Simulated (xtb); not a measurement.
CaF₂, charge +1, doublet, from a rough starting geometry (GFN-xTB shapes and energies of metal compounds can be far from the true ones) (a state made from the parent by changing its charge; the spin is typed, not shown lowest); xtb 6.7.1 with GFN2-xTB.

The xtb input:
```
$ xtb mol.xyz --gfn 2 --chrg 1 --uhf 1 --opt vtight --json

# file mol.xyz
3

Ca     0.07515335    -0.02519565    -0.03441077
F     -0.23209088     1.38770019    -1.22648635
F      0.22166640    -1.43442158     1.23979122
```

It wrote (shortened):

```
   ID    Z sym.   atoms
    1   20 Ca     1
    2    9 F      2, 3

           -------------------------------------------------
          |                Calculation Setup                |
           -------------------------------------------------

           -------------------------------------------------
          |                 G F N 2 - x T B                 |
           -------------------------------------------------

          ...................................................
          :                      SETUP                      :
          :.................................................:
          :  # basis functions                  18          :
          :  # atomic orbitals                  17          :
          :  # shells                            7          :
          :  # electrons                        15          :
          :  max. iterations                   250          :
          :  Hamiltonian                  GFN2-xTB          :
          :  restarted?                      false          :
          :  GBSA solvation                  false          :
          :  PC potential                    false          :
          :  electronic temp.          300.0000000     K    :
          :  accuracy                    1.0000000          :
          :  -> integral cutoff          0.2500000E+02      :
          :  -> integral neglect         0.1000000E-07      :
          :  -> SCF convergence          0.1000000E-05 Eh   :
          :  -> wf. convergence          0.1000000E-03 e    :
          :  Broyden damping             0.4000000          :
          :  net charge                          1          :
          :  unpaired electrons                  1          :
          ...................................................

 iter      E             dE          RMSdq      gap      omega  full diag
   1     -2.9745483 -0.297455E+01  0.744E+01    0.18       0.0  T
   2     -8.7611225 -0.578657E+01  0.283E+01   23.19       1.0  T
   3     -8.9588696 -0.197747E+00  0.305E+01   11.02       1.0  T
   4     -9.0130748 -0.542052E-01  0.296E+01   10.71       1.0  T
   5     -9.0189043 -0.582950E-02  0.289E+01   10.19       1.0  T
   6     -9.0201523 -0.124794E-02  0.290E+01   10.23       1.0  T
   7     -9.0209485 -0.796242E-03  0.289E+01   10.29       1.0  T
   8      3.3259578  0.123469E+02  0.975E+01    3.53       1.0  T
   9     -1.0618769 -0.438783E+01  0.691E+01    1.50       1.0  T
[...]
 * total energy  :    -9.3925224 Eh     change       -0.4857725E-03 Eh
 * total energy  :    -9.3941652 Eh     change       -0.1642755E-02 Eh
 * total energy  :    -9.3973930 Eh     change       -0.3227796E-02 Eh
 * total energy  :    -9.3998053 Eh     change       -0.2412314E-02 Eh
 * total energy  :    -9.3999892 Eh     change       -0.1839594E-03 Eh
 * total energy  :    -9.4002703 Eh     change       -0.2810184E-03 Eh
 * total energy  :    -9.4002748 Eh     change       -0.4504261E-05 Eh
 * total energy  :    -9.4002763 Eh     change       -0.1528414E-05 Eh
 * total energy  :    -9.4002767 Eh     change       -0.4488790E-06 Eh
 * total energy  :    -9.4002777 Eh     change       -0.9989721E-06 Eh
 * total energy  :    -9.4002781 Eh     change       -0.3591052E-06 Eh
 * total energy  :    -9.4002781 Eh     change       -0.3199330E-07 Eh
   *** GEOMETRY OPTIMIZATION CONVERGED AFTER 17 ITERATIONS ***
         :: total energy              -9.400278126138 Eh    ::
[...]
        13                         -0.1971034              -5.3635
        14                         -0.1962080              -5.3391
        15                         -0.1769290              -4.8145
        16                         -0.0538270              -1.4647
        17                          0.1148173               3.1243
      -------------------------------------------------------------
                  HL-Gap            0.0950729 Eh            2.5871 eV
             Fermi-level           -0.7701965 Eh          -20.9581 eV

     #   Z          covCN         q      C6AA      α(0)
     1  20 Ca       1.211     0.917   519.599    82.631
     2   9 F        0.605     0.042     9.053     3.549
     3   9 F        0.605     0.042     9.054     3.549

 Mol. C6AA /au·bohr⁶  :        736.251723
 Mol. C8AA /au·bohr⁸  :      87821.755073
 Mol. α(0) /au        :         89.728997

Wiberg/Mayer (AO) data.
largest (>0.10) Wiberg bond orders for each atom

 ---------------------------------------------------------------------------
     #   Z sym  total        # sym  WBO       # sym  WBO       # sym  WBO
 ---------------------------------------------------------------------------
     1  20 Ca   1.733 --     3 F    0.867     2 F    0.867
     2   9 F    1.140 --     1 Ca   0.867     3 F    0.273
     3   9 F    1.140 --     1 Ca   0.867     2 F    0.273
 ---------------------------------------------------------------------------

Topologies differ in total number of bonds
Writing topology from bond orders to xtbtopo.mol

molecular dipole:
                 x           y           z       tot (Debye)
 q only:        1.477      -0.281      -0.553
   full:        2.413      -0.434      -0.904       6.642
molecular quadrupole (traceless):
                xx          xy          yy          xz          yz          zz
 q only:        2.106      -0.824      -1.198      -1.407      -0.194      -0.908
  q+dip:        4.767      -1.444      -2.799      -2.945       0.481      -1.968
   full:        4.014      -0.459      -2.516      -1.970       2.421      -1.498

optimized geometry written to: xtbopt.xyz

           -------------------------------------------------
          | TOTAL ENERGY               -9.400278126138 Eh   |
          | GRADIENT NORM               0.000008522366 Eh/α |
          | HOMO-LUMO GAP               2.587065846347 eV   |
           -------------------------------------------------

normal termination of xtb
```
